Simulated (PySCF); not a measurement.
# Electronic structure of [CuI4]2-

The complex [CuI4]2- (charge -2) contains Cu(II), shell d9. The structure is a PBE0-D3(BJ)/def2-SVP, IEF-PCM water geometry optimised for multiplicity 2; coordination tetrahedral, point group D2d, metal–donor distances 2.63 Å.

The d shell alone is too small an active space for [CuI4]2- (Cu(II) with such soft donors has much ligand-hole, Cu(I)-like character): its levels, fitted parameters, g values and moments show what this model gives and aren't sound predictions.

```
5

Cu    0.000    0.000    0.000
I     1.118    1.682    1.682
I     1.118   -1.682   -1.682
I    -1.118    1.682   -1.682
I    -1.118   -1.682    1.682
```

Method (PySCF 2.14, density fitting): CASSCF(9,5) with orbitals averaged over all microstates of the shell, strongly contracted NEVPT2 on the averaged canonical orbitals; basis x2c-TZVPall on the metal, x2c-SVPall elsewhere; spin-free X2C; IEF-PCM water; spin-orbit coupling by state interaction with the mean-field operator over all roots.

## Spin-free states

| 2S+1 | deg. | symmetry | cubic parent | free-ion term | CASSCF / cm⁻¹ | NEVPT2 / cm⁻¹ | f(ED) | occupations |
| --- | --- | --- | --- | --- | --- | --- | --- | --- |
| 2 | 1 | 2B2 | 2T2 1.00 | 2D 1.00 | 0 | 0 | – | 2.0 2.0 2.0 2.0 1.0 |
| 2 | 2 | 2E | 2T2 1.00 | 2D 1.00 | 1982 | 3755 | 7.0e-06 | 2.0 2.0 1.5 1.5 2.0 |
| 2 | 1 | 2B1 | 2E 1.00 | 2D 1.00 | 2696 | 5359 | 0 | 2.0 1.0 2.0 2.0 2.0 |
| 2 | 1 | 2A1 | 2E 1.00 | 2D 1.00 | 3012 | 5784 | 4.7e-05 | 1.0 2.0 2.0 2.0 2.0 |

Energies are counted from the ground state at NEVPT2 level. Weights follow the labels. f(ED) is the electric-dipole oscillator strength from the ground state at the fixed geometry, without vibronic coupling; occupations, where given, run over the ligand-field orbitals from the lowest.

## Ligand-field fit

```csv
cm⁻¹,CASSCF,NEVPT2
10Dq,1532,3068
```

```json
{"orbital": "1", "CASSCF / cm⁻¹": "0", "NEVPT2 / cm⁻¹": "0", "metal share": "0.99", "main function": "x2-y2 0.75"}
{"orbital": "2", "CASSCF / cm⁻¹": "316", "NEVPT2 / cm⁻¹": "425", "metal share": "0.99", "main function": "z2 0.75"}
{"orbital": "3", "CASSCF / cm⁻¹": "1030", "NEVPT2 / cm⁻¹": "2028", "metal share": "0.97", "main function": "degenerate set"}
{"orbital": "4", "CASSCF / cm⁻¹": "1030", "NEVPT2 / cm⁻¹": "2028", "metal share": "0.97", "main function": "degenerate set"}
{"orbital": "5", "CASSCF / cm⁻¹": "3012", "NEVPT2 / cm⁻¹": "5784", "metal share": "0.95", "main function": "yz 1.00"}
```

Angular-overlap fit (NEVPT2, isotropic π): I eσ = 3751, eπ = 820 cm⁻¹ (rms 11).

ζ = 769 cm⁻¹, against 818 for the free ion. Spin-orbit coupling on the heavy ligands mixes in, so a single ζ doesn't describe the levels.

Spin-orbit levels:

```
E / cm⁻¹  deg.             make-up    g (S′ = 1/2)
     0.0     2            0.97 2B2  2.26 2.26 2.86
  3416.2     2  0.91 2E + 0.08 2B1  1.11 1.11 3.20
  3831.2     2  0.83 2E + 0.17 2A1  0.26 2.16 2.16
  5800.9     2  0.90 2B1 + 0.07 2E  0.45 1.15 1.15
  6384.3     2  0.83 2A1 + 0.17 2E  0.16 0.16 1.64
```

Magnetism:

The ground doublet has g = 2.256, 2.256, 2.860. μeff is 2.25 μB at 300 K and 2.15 μB at 10 K; the spin-only value is 1.73 μB.

```csv
T / K,χT / cm³ K mol⁻¹,μeff / μB,"χT along axes a, b, c"
2,0.574,2.14,0.48 0.48 0.77
5,0.575,2.14,0.48 0.48 0.77
10,0.576,2.15,0.48 0.48 0.77
20,0.578,2.15,0.48 0.48 0.77
30,0.580,2.15,0.48 0.48 0.78
50,0.584,2.16,0.48 0.48 0.79
75,0.589,2.17,0.49 0.49 0.79
100,0.595,2.18,0.49 0.49 0.80
150,0.605,2.20,0.50 0.50 0.82
200,0.615,2.22,0.50 0.50 0.84
250,0.625,2.24,0.51 0.51 0.86
300,0.635,2.25,0.51 0.51 0.88
```

Axes in the frame of the coordinates: a = (0.00, -0.99, 0.14); b = (0.00, 0.14, 0.99); c = (1.00, 0.00, 0.00).

Powder magnetisation at 2 K: 0.25 μB at 0.5 T, 0.49 μB at 1 T, 0.84 μB at 2 T, 1.04 μB at 3 T, 1.20 μB at 5 T, 1.23 μB at 7 T.

No frequencies were computed for the optimised geometry. Ligand-hole states mix strongly into such Cu(II) halides; the d shell alone makes them too ionic, overstates g shifts and moments and can put the wrong state lowest. NEVPT2 lifts 2B1 (from 2E) from 2696 to 5359 cm⁻¹; on the d shell alone such lifts tend to overshoot.

The job took 40 s on one thread of Arm Neoverse V2 (shared host), with 192 basis functions and a peak of 0.85 GiB, launched as `OMP_NUM_THREADS=1 python lf_run.py task.json out`.
